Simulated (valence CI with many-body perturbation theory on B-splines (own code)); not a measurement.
Values are calculated unless marked as measured or tabulated.
W³⁴⁺: what the settings do

Level of theory: valence CI with perturbative core correlation (CI+MBPT): four valence electrons over a frozen Dirac-Fock core [Kr], radial functions for each j: 6 s, 6 p, 5 d, 5 f, 1 g, with the one-electron correlation potential Σ1, the two-electron term Σ2, the three-electron term Σ3, Breit, model QED; selected CI, second order for the rest, scaled by the run's own slope (own B-spline code, finite nucleus).

No measured spectrum was set against this ion. As an estimate, large intervals hold to a few tenths of a per cent, small ones and those within an open d or f shell to about a per cent. Only levels of the ground parity were solved; by the run's estimate the other parity begins above the list, which can be wrong where configurations are misplaced.

The reference run has the lowest level (4d3/2^4) J=0 and an ionisation energy of 1456.33 eV. Its largest variational space holds 8774 state functions.

Levels are named by their leading jj configuration (3d3/2^4 stands for four electrons in 3d with j = 3/2), which in mixed levels can hold well under half, so a name can repeat and another be missing. Letters in brackets count levels of one name in rising energy.

Changed runs:
A. scale of Σ1 1 → 0.9
B. screening of Σ1 on → off; scale of Σ1 1 → 0; scale of Σ2 1 → 0; three-electron term on → off
C. correlating orbitals by l 3 3 3 3 1 → 3 2 5 1 1
D. box radius (bohr) 4.2665 → 0.87 (bad on purpose)

Excitation energies of the reference run in cm⁻¹, and shifts in cm⁻¹:

| Level | Reference | A | B | C | D |
| --- | --- | --- | --- | --- | --- |
| (4d3/2^3 4d5/2) J=1 | 116204 | -73 | -1696 | -91 |  |
| (4d3/2^3 4d5/2) J=4 | 156222 | -74 | +2095 | -19 |  |
| (4d3/2^3 4d5/2) J=2 | 157604 | -80 | +192 | -56 |  |
| (4d3/2^3 4d5/2) J=3 | 169298 | -79 | +1769 | -26 |  |
| (4d3/2^2 4d5/2^2) J=0 [a] | 261409 | -143 | -2494 | -80 |  |
| (4d3/2^2 4d5/2^2) J=2 [a] | 266926 | -137 | -934 | -64 |  |
| (4d3/2^2 4d5/2^2) J=4 [a] | 271264 | -146 | -387 | -98 |  |
| (4d3/2^2 4d5/2^2) J=3 [a] | 275480 | -145 | +341 | -94 |  |
| (4d3/2^2 4d5/2^2) J=5 | 290886 | -146 | +2444 | -68 |  |
| (4d3/2^2 4d5/2^2) J=1 | 300662 | -147 | -146 | -45 |  |
| (4d3/2^2 4d5/2^2) J=6 | 302089 | -147 | +3532 | -51 |  |
| (4d3/2^2 4d5/2^2) J=3 [b] | 314465 | -144 | +2886 | -22 |  |
| Ionisation energy (eV) | 1456.33 | -0.28 | -5.11 | -0.023 | -18.41 |

A blank means that the level has no clear partner in that run.
